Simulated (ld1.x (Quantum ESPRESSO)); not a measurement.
# Cu (Z = 29), PAW: configuration errors across variants

- Element: Cu (Z = 29)
- Generator: ld1.x (Quantum ESPRESSO) 7.5
- Type: PAW
- Functional: revPBE
- Relativity: scalar-relativistic
- Frozen core: [Ar]
- Valence charge: 11
- Reference configuration: 3d10 4s1 4p0
- Partial waves: 4s (bound): rcut 1.95, rcutus 2.65 bohr; 4s channel at 0.5 Ry: rcut 1.95, rcutus 2.65 bohr; 4p (bound, empty): rcut 3.35, rcutus 4.45 bohr; 4p channel at 0.3 Ry: rcut 3.35, rcutus 4.45 bohr; 3d (bound): rcut 1.05, rcutus 1.30 bohr; 3d channel at 0.05 Ry: rcut 1.05, rcutus 1.30 bohr
- Local potential: all-electron potential smoothed inside 3.30 bohr (lloc = -1)
- Core correction: Bessel-smoothed model core inside 1.00 bohr
- Augmentation charge: BESSEL, radius 1.10 bohr

All-electron excitation energies from the reference (eV): (1) 3d10 4s0 4p0 8.012; (2) 3d9 4s0 4p0 29.217; (3) 3d8 4s0 4p0 68.117; (4) 3d9 4s2 4p0 1.989; (5) 3d10 4s0.5 4p0 3.102; (6) 3d7 4s0 4p0 127.717; (7) 3d9 4s1 4p0 11.489.

The overlap operator is not positive definite (basis up to 400 Ry) in “base”, “wave 3d channel at 0.05 Ry: rcut 1.05, rcutus 1.30 bohr becomes 3d channel at 2.64 Ry: rcut 1.05, rcutus 1.30 bohr”, “waves 4p (bound): rcut 3.35, rcutus 6.14 bohr; 4p channel at 0.3 Ry: rcut 3.35, rcutus 6.14 bohr”, “augmentation PSQ, inside the norm-conserving radii”, “local potential all-electron potential smoothed inside 1.80 bohr (lloc = -1)”, “local potential all-electron potential smoothed inside 1.98 bohr (lloc = -1)”, “waves 3d (bound): rcut 0.90, rcutus 0.96 bohr; 3d channel at 0.05 Ry: rcut 0.90, rcutus 0.96 bohr”, “waves 4s (bound): rcut 1.95, rcutus 3.00 bohr; 4s channel at 0.5 Ry: rcut 1.95, rcutus 3.00 bohr”, “core correction Bessel-smoothed model core inside 1.38 bohr”, “all radii but the core radius scaled by about 1.25 (s 3.32, p 5.56, d 1.62 bohr, rcut 2.44/4.20/1.32); local potential all-electron potential smoothed inside 4.12 bohr (lloc = -1); augmentation BESSEL, radius 1.38 bohr”. Such files are unfit for use, however small their errors in these radial tests.

Tests that are not counted but printed errors over 1 eV. “wave 3d channel at 0.05 Ry: rcut 1.05, rcutus 1.30 bohr becomes 3d channel at 2.64 Ry: rcut 1.05, rcutus 1.30 bohr”: 3d7 4s0 4p0 (solver errors, printed error -753 eV).

2 further variants failed, have other tests or another functional or relativity, and are left out.

Errors AE − PS in meV (a dash: test not solved or not reliable):

| change | (1) | (2) | (3) | (4) | (5) | (6) | (7) | bound ghosts |
| --- | --- | --- | --- | --- | --- | --- | --- | --- |
| base | -11 | -67 | -715 | -77 | -2.7 | -2725 | -70 | not determined (overlap not positive) |
| wave 3d channel at 0.05 Ry: rcut 1.05, rcutus 1.30 bohr becomes 3d channel at 2.64 Ry: rcut 1.05, rcutus 1.30 bohr | -7.2 | -57 | -486 | -27 | -1.7 | – | -41 | not determined (overlap not positive) |
| waves 4p (bound): rcut 3.35, rcutus 6.14 bohr; 4p channel at 0.3 Ry: rcut 3.35, rcutus 6.14 bohr | -11 | -67 | -715 | -78 | -2.7 | -2727 | -70 | not determined (overlap not positive) |
| augmentation PSQ, inside the norm-conserving radii | -11 | -73 | -725 | -90 | -2.6 | -2727 | -73 | not determined (overlap not positive) |
| local potential all-electron potential smoothed inside 1.80 bohr (lloc = -1) | +5.9 | -57 | -523 | +16 | +0.9 | -1903 | -27 | not determined (overlap not positive) |
| local potential all-electron potential smoothed inside 1.98 bohr (lloc = -1) | +0.2 | -57 | -528 | -11 | -0.3 | -1960 | -35 | not determined (overlap not positive) |
| waves 3d (bound): rcut 0.90, rcutus 0.96 bohr; 3d channel at 0.05 Ry: rcut 0.90, rcutus 0.96 bohr | -14 | -55 | -614 | -84 | -3.2 | -2361 | -67 | not determined (overlap not positive) |
| waves 4s (bound): rcut 1.95, rcutus 3.00 bohr; 4s channel at 0.5 Ry: rcut 1.95, rcutus 3.00 bohr | -11 | -65 | -716 | -32 | -2.4 | -2729 | -56 | not determined (overlap not positive) |
| core correction Bessel-smoothed model core inside 1.38 bohr | -12 | -67 | -715 | -80 | -2.8 | -2727 | -70 | not determined (overlap not positive) |
| all radii but the core radius scaled by about 1.25 (s 3.32, p 5.56, d 1.62 bohr, rcut 2.44/4.20/1.32); local potential all-electron potential smoothed inside 4.12 bohr (lloc = -1); augmentation BESSEL, radius 1.38 bohr | -13 | -109 | -1112 | -56 | -3.0 | -4005 | -83 | not determined (overlap not positive) |

**Question.** Give the same row for: all radii but the core radius scaled by about 0.85 (s 2.24, p 3.76, d 1.10 bohr, rcut 1.64/2.82/0.88); local potential all-electron potential smoothed inside 2.78 bohr (lloc = -1); augmentation BESSEL, radius 0.92 bohr.

**Answer.** -9.4, -59, -586, -80, -2.3, -2233, -63; bound ghosts: none.
